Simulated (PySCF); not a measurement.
Where the electron goes

Species: C5H4FN3.
Atom-mapped SMILES: `[CH2:1]=[CH:2][c:3]1[n:4][cH:5][n:6][n:7][c:8]1[F:9]` (hydrogens: H10, H11 on C1; H12 on C2; H13 on C5)

The calculation used TDDFT wB97X-D/def2-SVPD, vertical, gas phase, core orbitals frozen in the response in PySCF 2.14.0, density-fitted response routines. The structure is a single GFN2-xTB conformer in the gas phase; no vibrational or solvent corrections. Torsions of this conformer, `[CH2:1]=[CH:2][c:3]1[n:4][cH:5][n:6][n:7][c:8]1[F:9]`: C1–C2–C3–N4 0°.

Kohn–Sham orbitals with the atoms that hold most of them (Löwdin shares over 4%, at most four atoms; ? is withheld):

| orbital | ε (eV) | atoms |
| --- | --- | --- |
| HOMO-3 | -11.51 | N4 53%, C5 10%, N7 10%, N6 9% |
| HOMO-2 | -11.33 | N4 16%, C5 16%, N7 13%, C2 12% |
| HOMO-1 | -9.78 | ? |
| HOMO | -9.26 | ? |
| LUMO | -1.12 | C3 18%, N4 16%, C1 15%, N6 14% |
| LUMO+1 | 0.37 | C8 23%, C5 19%, N7 14%, N4 13% |
| LUMO+2 | 2.09 | C2 26%, C1 20%, N6 12%, C5 9% |

Problem. Which atoms hold the HOMO-1, and with what shares?

Solution. C1 (bonded to C and 2 H) 23%; C2 (bonded to 2 C and H) 20%; N6 (bonded to C and N) 13%; C8 (bonded to C, F and N) 10%. By element: carbon 53% or more, nitrogen 13% or more.

Problem. Give the leading atoms of the HOMO.

Solution. N6 (bonded to C and N) 37%; N7 (bonded to C and N) 27%; N4 (bonded to 2 C) 13%; C8 (bonded to C, F and N) 8%. By element: nitrogen 77%, carbon 8% or more.

Problem. How does S1 compare with the orbital gap of 8.14 eV?

Solution. S1 is at 3.15 eV (f = 0.0039), 4.99 eV below the gap, made of HOMO→LUMO (94%). Without the coupling terms of the response equations the lowest excitation would equal the gap.

Problem. Give energy, strength and leading configuration of S1, S2 and S3, and follow the Löwdin shares of the leading atoms from the occupied to the empty orbital.

Solution. 
- S1 (3.15 eV, f 0.0039), HOMO→LUMO (94%): N6 37% → 14%, N7 27% → at most 15%, C3 at most 8% → 18%, N4 13% → 16%
- S2 (4.37 eV, f 0.0000), HOMO→LUMO+1 (96%): N6 37% → at most 14%, N7 27% → 14%, C8 8% → 23%, C5 at most 8% → 19%
- S3 (4.79 eV, f 0.317), HOMO-1→LUMO (91%): C1 23% → 15%, C2 20% → at most 15%, C3 at most 11% → 18%, N4 at most 11% → 16%

Löwdin shares depend on the basis, the more so with diffuse functions.

Cost: about 1.8 min of CPU time on one thread; the machine was shared, so the figure is rough.
